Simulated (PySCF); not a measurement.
Compound: C6H7FS2.
Cartesian coordinates in Å at the PBE0-D3(BJ)/def2-SVP level; atoms count from 1:
```xyz
16
C6H7FS2 angstrom
C      2.7376    0.3440    0.1157
C      1.7506   -0.3536    0.0442
C      0.5514   -1.1690   -0.0549
C     -0.5575   -0.5248   -0.8950
C     -1.1029    0.7845   -0.3488
F     -2.0310    1.2515   -1.2589
C     -1.7910    0.6735    1.0001
S     -0.6154    0.2151    2.3031
S     -0.0924   -1.6557    1.6034
H      3.6191    0.9536    0.1871
H      0.8132   -2.1414   -0.5076
H     -1.3891   -1.2403   -0.9919
H     -0.1684   -0.3245   -1.9060
H     -0.2915    1.5296   -0.2795
H     -2.1960    1.6569    1.2873
H     -2.6201   -0.0503    0.9627
```

All values: PBE0/def2-SVPD (PySCF, non-relativistic), on one gas-phase PBE0-D3(BJ)/def2-SVP geometry that isn't relaxed in the solvent. The solvent is an IEF-PCM continuum (Bondi radii, 1.10 Å for H, scaled by 1.2), and excitations are vertical TDDFT with non-equilibrium linear response and a frozen core. Only the electrostatic response of the medium enters.

Gas-phase singlets (H = HOMO, L = LUMO):

```
state  E (eV)  λ (nm)      f  leading configuration
   S1   4.181     297  0.006                H→L 97%
   S2   5.104     243  0.009              H→L+1 72%
   S3   5.312     233  0.005              H-1→L 71%
   S4   5.880     211  0.010              H→L+2 63%
   S5   6.068     204  0.006              H→L+3 45%
```

Task: How does the list change in chloroform (ε = 4.711)?

Result: 
```tsv
state	E (eV)	λ (nm)	f	leading configuration	change by rank (eV)
S1	4.226	293	0.008	H→L 97%	+0.045
S2	5.133	242	0.013	H→L+1 74%	+0.029
S3	5.354	232	0.006	H-1→L 73%	+0.042
S4	5.948	208	0.012	H→L+2 49%	+0.068
S5	6.115	203	0.005	H-1→L+1 45%	+0.047
```

Task: Give the list for dichloromethane (ε = 8.93), n² = 2.03.

Result: 
```
state  E (eV)  λ (nm)      f  leading configuration  change by rank (eV)
   S1   4.243     292  0.008                H→L 97%               +0.062
   S2   5.144     241  0.013              H→L+1 75%               +0.040
   S3   5.367     231  0.006              H-1→L 74%               +0.055
   S4   5.955     208  0.012              H→L+2 60%               +0.075
   S5   6.121     203  0.005            H-1→L+1 42%               +0.053
```

Task: The ground-state energy changes by -0.260 eV from gas to dichloromethane. By how much does the total energy of gas-phase S1 change?

Result: E(S1) = E(S0) + excitation energy, so it changes by -0.260 + 0.062 = -0.198 eV: it is lowered less than the ground state, which is what a blue shift means. This is the vertical state, with the slow part of the continuum still set for S0.

Task: How do the frontier levels move from gas to dichloromethane?

Result: 
```tsv
orbital	gas (eV)	solvent (eV)	change (eV)
LUMO+2	0.32	0.53	+0.21
LUMO+1	-0.25	-0.21	+0.04
LUMO	-0.98	-0.91	+0.07
HOMO	-6.71	-6.72	-0.01
HOMO-1	-7.78	-7.77	+0.01
HOMO-2	-8.17	-8.13	+0.04
HOMO-3	-8.25	-8.24	+0.01
```

The HOMO–LUMO gap goes from 5.73 to 5.81 eV. Rows go by rank; for LUMO+2 the atom shares or the degeneracy differ between the runs, so the row needn't follow one orbital.
